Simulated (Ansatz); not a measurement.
Input for Ansatz (a program for electronic structure): R-CCSD(T)/aug-cc-pVQZ on FH3 (a complex).

Ansatz 0.2 input:
```yaml
crystal:
  periodic: [false, false, false]
  atoms:
    - {symbol: F, position_ang: [0.06905009, 0.09156726, -0.12665757]}
    - {symbol: H, position_ang: [0.10900559, 0.08216204, 0.79901166]}
    - {symbol: H, position_ang: [0.56771328, 0.08012664, 2.71751415]}
    - {symbol: H, position_ang: [-0.17688020, 0.04173170, 2.75039169]}
basis:
  gaussian:
    orbitals: aug-cc-pVQZ
magnetization: {spin_polarized: false}
correlation: {method: ccsd_t, electrons: outside_noble_gas}
scf: {lower_state_search: off}
```

### Question
Predict the final total energy.

### Answer
-101.5530 hartree (reference determinant -101.2018, T1 diagnostic 0.009).

### Question
How many basis functions does it have, and what does it roughly cost on one machine?

### Answer
218 functions; around 23 core-seconds (rough).
